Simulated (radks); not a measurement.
Task: These are the eigenvalues of the occupied orbitals of an atom or ion with whole-number occupations (hartree). Method: Dirac Kohn-Sham, revPBE, spin-unpolarised, spherical densities, point nucleus; computed with a radial shooting solver on a logarithmic mesh with Libxc functionals.

1s1/2: -14.77106
2s1/2: -1.19467
2p1/2: -0.75866
2p3/2: -0.75779

Which element is it, and in what charge state? The configuration may be excited. Open shells, if any, are shared by 2j + 1.

Result: Z = 7, nitrogen, charge +1: N+ in [He] 2s2 2p2. The list shows which subshells hold electrons but not how many an open one holds; the 1s level, -14.771 hartree, gives Z - s = 5.4 by -(Z - s)^2/2, which with screening and relativity narrows Z to a few neighbours, and the depths of the outer levels then fix element, charge and occupations together.
